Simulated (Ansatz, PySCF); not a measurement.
O$_{2}$Ti, charge -1, doublet, geometry from GFN2-xTB (such geometries of metal compounds can be far from the true shape) (the multiplicity is a formal guess) (a gas-phase anion, which may not be bound at this level), with bond 3-1 at 1.4 times its length. Base run: CASSCF(3,4)/def2-SVP (PySCF).

Here is a job for PySCF.
```python
from pyscf import gto, scf, mcscf
import numpy

mol = gto.Mole()
mol.atom = '''
    Ti    0.170028   -0.138999    0.171159
    O     0.907791    0.388235   -1.209307
    O    -1.993528    0.047218    0.965603
'''
mol.basis = 'def2-svp'
mol.charge = -1
mol.spin = 1
mol.verbose = 4
mol.build()

mf = scf.ROHF(mol)
mf.kernel()
mc = mcscf.CASSCF(mf, 4, 3)
mc.fix_spin_(ss=0.75)
mc.kernel()
occ = numpy.linalg.eigvalsh(mc.fcisolver.make_rdm1(mc.ci, mc.ncas, mc.nelecas))[::-1]
ss = mc.fcisolver.spin_square(mc.ci, mc.ncas, mc.nelecas)[0]
print('natural occupations', occ.round(4), ' <S^2>', round(ss, 4))
```

Programs used: Ansatz (a first-principles code), PySCF; a row that names a program was run with it.

The base run was repeated with changes; each row names its change, and settings that it needs were set with it.

```csv
change,ΔE vs base (mEh),natural occupations,<S^2> of the state,outcome
base,0.000,1.96 1.00 0.04 0.00,0.75,converged
conv_tol = 1e-5,0.003,1.96 1.00 0.04 0.00,0.75,converged
correction = SC-NEVPT2,-648.0,1.96 1.00 0.04 0.00,0.75,converged
"active space = 5 electrons, 6 orbitals",-114.1,1.98 1.13 1.00 0.87 0.02 0.01,0.75,converged
orbitals = fixed (CASCI),64.420,2.00 1.00 0.00 0.00,0.75,converged
"code = ansatz; correction = SC-NEVPT2, all electrons",-681.0,-,-,converged
code = ansatz,-85.290,-,-,converged
state_average = 2 states,-84.624,-,-,converged
solver = newton,-85.296,1.11 1.00 0.89 0.00,0.75,converged
orbitals = fixed (CASCI); correction = SC-NEVPT2,-673.6,2.00 1.00 0.00 0.00,0.75,converged
"active space = 9 electrons, 8 orbitals",-,-,-,not converged
```

Active orbitals are taken around the Fermi level unless the row says otherwise; CASSCF can end in different local minima, and two programs can end on different orbitals. State-averaged rows give the lowest state.

Open shells are given as the SCF converged; they aren't shown to be the lowest states, and a large step between rows can be another state.

Ansatz warned in this series: the state or the total is in doubt.

A gas-phase anion may not be bound at this level; its values then depend on the basis.
